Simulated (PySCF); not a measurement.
SrCl, SMILES [Cl][Sr+], charge +1. Coordinates come from a PBE-D3(BJ)/def2-TZVPD optimisation. The spin state was assumed, not searched. The def2 effective core potentials stand for the cores of Sr; spin–orbit coupling is left out.

Give the equilibrium geometry at PBE-D3(BJ)/def2-TZVPD (PySCF confirms it by a frequency run) as bond lengths and angles, and its point group. (An estimate is asked for; the answer gives what the named calculation found.)

point group C∞v.
Atoms: Sr1 Cl2. Bond lengths (Å): Sr1–Cl2 2.469.
Charge +1, spin multiplicity 1.
